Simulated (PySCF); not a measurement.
Job file and geometry (Å, from PBE0-D3(BJ)/def2-SVP) of a spin–spin coupling run on `C#C[B@@H-](C)[N+]#CCC#N`, C$_{6}$H$_{7}$BN$_{2}$, B3LYP/pcJ-1 indirect spin-spin coupling, non-relativistic, gas phase (PySCF); density fitting, a coarse starting grid and PySCF grid level 2 are the driver's defaults:

```
$ OMP_NUM_THREADS=1 python probes_run.py task.json out

{"job": {"kind": "j", "xc": "B3LYP", "basis": "pcJ-1"}, "charge": 0, "multiplicity": 1}
C     -3.257101    -0.770120    -0.379998
C     -2.084134    -1.015609    -0.162368
B     -0.567233    -1.339764     0.096935
C      0.293842    -1.757547    -1.206027
N      0.044171     0.000996     0.653652
C      0.488077     0.983597     1.046946
C      1.007029     2.247968     1.553034
C      2.450555     2.221115     1.775970
N      3.591420     2.220026     1.955379
H     -4.295305    -0.572853    -0.573546
H     -0.414326    -2.107189     1.043713
H      1.361201    -1.907380    -0.975672
H      0.211779    -1.026177    -2.026187
H     -0.097551    -2.715234    -1.582947
H      0.489175     2.489641     2.497256
H      0.758386     3.046071     0.832417
```

Question: Write the output of this run.

Answer: 
```
coarse grid: 14072 points
cycle   1  E = -366.8772381384  dE =  1.093e+00  |g| = 8.011e-01  |ddm| = 3.549e+00
cycle   2  E = -366.0802753827  dE =  7.970e-01  |g| = 1.986e+00  |ddm| = 2.215e+00
cycle   3  E = -367.0419147475  dE = -9.616e-01  |g| = 2.282e-01  |ddm| = 1.603e+00
cycle   4  E = -367.0510288752  dE = -9.114e-03  |g| = 1.195e-01  |ddm| = 2.303e-01
cycle   5  E = -367.0536515537  dE = -2.623e-03  |g| = 5.004e-02  |ddm| = 9.699e-02
cycle   6  E = -367.0541788890  dE = -5.273e-04  |g| = 1.759e-02  |ddm| = 3.920e-02
cycle   7  E = -367.0542482842  dE = -6.940e-05  |g| = 2.649e-03  |ddm| = 1.293e-02
cycle   8  E = -367.0542497663  dE = -1.482e-06  |g| = 7.653e-04  |ddm| = 2.551e-03
final grid: 138048 points
cycle   9  E = -367.1250701424  dE = -1.345e-04  |g| = 5.530e-03  |ddm| = 2.591e-02
cycle  10  E = -367.1250688143  dE =  1.328e-06  |g| = 5.638e-03  |ddm| = 8.360e-03
cycle  11  E = -367.1250763329  dE = -7.519e-06  |g| = 1.174e-03  |ddm| = 4.528e-03
cycle  12  E = -367.1250763905  dE = -5.767e-08  |g| = 1.074e-03  |ddm| = 1.120e-03
cycle  13  E = -367.1250766151  dE = -2.245e-07  |g| = 2.064e-04  |ddm| = 5.953e-04
cycle  14  E = -367.1250766244  dE = -9.315e-09  |g| = 7.253e-05  |ddm| = 1.718e-04
cycle  15  E = -367.1250766255  dE = -1.116e-09  |g| = 2.036e-05  |ddm| = 5.448e-05
cycle  16  E = -367.1250766256  dE = -9.027e-11  |g| = 4.710e-06  |ddm| = 1.466e-05
converged SCF energy = -367.1250766256

Indirect spin-spin couplings (Hz)
  i      j    bonds     total        FC       PSO       DSO        SD
  0 C    2 B    2     17.621    17.146     0.481    -0.134     0.128
  0 C    9 H    1    256.084   256.586    -0.879     0.378         -
  0 C   10 H    3      3.130     2.834     0.610    -0.313         -
  0 C   11 H    4      1.408     1.373     0.365    -0.330         -
  0 C   15 H    6      0.152     0.178     0.026    -0.052         -
  1 C    2 B    1     88.484    88.800    -1.017     0.273     0.429
  1 C    9 H    2     44.517    40.161     5.525    -1.168         -
  1 C   10 H    2    -10.569   -10.599    -0.036     0.066         -
  1 C   11 H    3     11.138    11.102     0.329    -0.293         -
  1 C   12 H    3      3.493     3.420    -0.023     0.096         -
  1 C   13 H    3      1.859     1.817    -0.030     0.071         -
  1 C   14 H    5      0.810     0.805     0.051    -0.046         -
  1 C   15 H    5      1.879     1.875     0.042    -0.038         -
  2 B    3 C    1     51.294    51.081    -0.587     0.224     0.575
  2 B    4 N    1     -5.757    -6.435     0.899    -0.129    -0.092
  2 B    5 C    2      0.654     0.480     0.176    -0.175     0.173
  2 B    6 C    3      0.163     0.157     0.050    -0.068     0.024
  2 B    7 C    4     -0.383    -0.387     0.029    -0.025    -0.001
  2 B    9 H    3      3.582     3.492     0.524    -0.503     0.069
  2 B   10 H    1    111.922   111.611    -0.814     1.076     0.049
  2 B   11 H    2     -5.193    -5.154     0.049    -0.150     0.061
  2 B   12 H    2     -5.860    -5.845     0.080    -0.153     0.058
  2 B   13 H    2     -4.208    -4.312     0.051    -0.059     0.112
  2 B   14 H    4     -0.840    -0.847     0.225    -0.233     0.014
  2 B   15 H    4     -0.844    -0.851     0.230    -0.238     0.016
  3 C    9 H    4     -1.769    -1.717     0.180    -0.231         -
  3 C   10 H    2     -5.926    -5.921     0.051    -0.056         -
  3 C   11 H    1    126.605   124.461     1.600     0.545         -
  3 C   12 H    1    127.630   125.517     1.554     0.559         -
  3 C   13 H    1    128.664   126.626     1.509     0.529         -
  3 C   14 H    5      2.831     2.839     0.172    -0.180         -
  3 C   15 H    5      0.908     0.918     0.081    -0.091         -
  4 N    9 H    4      1.364     1.349    -0.060     0.074         -
  4 N   10 H    2      1.378     1.350     0.124    -0.096         -
  4 N   11 H    3     -1.009    -0.984     0.039    -0.063         -
  4 N   12 H    3     -1.471    -1.442     0.025    -0.054         -
  4 N   13 H    3     -8.092    -8.061    -0.138     0.107         -
  4 N   14 H    3     -2.397    -2.208    -0.353     0.164         -
  4 N   15 H    3     -2.485    -2.294    -0.355     0.164         -
  5 C    9 H    5     -0.235    -0.170     0.116    -0.181         -
  5 C   10 H    3      7.756     7.515     0.578    -0.337         -
  5 C   11 H    4     -0.329    -0.262     0.035    -0.101         -
  5 C   12 H    4     -0.260    -0.206     0.057    -0.110         -
  5 C   13 H    4      2.057     1.993     0.414    -0.351         -
  5 C   14 H    2    -13.402   -13.366    -0.015    -0.020         -
  5 C   15 H    2    -13.407   -13.364    -0.024    -0.019         -
  6 C   10 H    4     -2.310    -2.300     0.153    -0.163         -
  6 C   14 H    1    148.644   147.312     0.554     0.778         -
  6 C   15 H    1    148.794   147.463     0.552     0.779         -
  7 C   10 H    5      1.522     1.518     0.048    -0.044         -
  7 C   13 H    6      0.373     0.379     0.111    -0.116         -
  7 C   14 H    2    -12.609   -12.664     0.129    -0.074         -
  7 C   15 H    2    -12.631   -12.687     0.128    -0.072         -
  8 N   14 H    3     -1.656    -1.448    -0.416     0.207         -
  8 N   15 H    3     -1.650    -1.444    -0.412     0.206         -
  9 H   10 H    4     -3.237    -3.184     1.167    -1.219         -
  9 H   11 H    5     -0.206    -0.122     1.045    -1.129         -
 10 H   11 H    3      4.622     4.665     0.150    -0.193         -
 10 H   12 H    3     12.909    12.977     1.940    -2.009         -
 10 H   13 H    3      3.998     4.025     0.294    -0.321         -
 10 H   14 H    5      4.243     4.295     0.373    -0.425         -
 10 H   15 H    5      9.437     9.502     0.844    -0.909         -
 11 H   12 H    2    -11.624   -11.800     2.725    -2.549         -
 11 H   13 H    2    -15.017   -15.178     2.691    -2.530         -
 11 H   14 H    6     -0.327    -0.272     0.601    -0.656         -
 11 H   15 H    6     -0.165    -0.114     0.337    -0.388         -
 12 H   13 H    2    -14.851   -15.008     2.634    -2.478         -
 12 H   14 H    6     -0.287    -0.237     0.619    -0.670         -
 13 H   14 H    6      0.692     0.746     0.763    -0.817         -
 14 H   15 H    2    -23.451   -23.491     2.318    -2.279         -
```

Size and cost of the density-fitted run: 313 basis functions, 65 s wall time on 1 thread of an Arm Neoverse V2, shared host; peak memory 1.4 GiB.
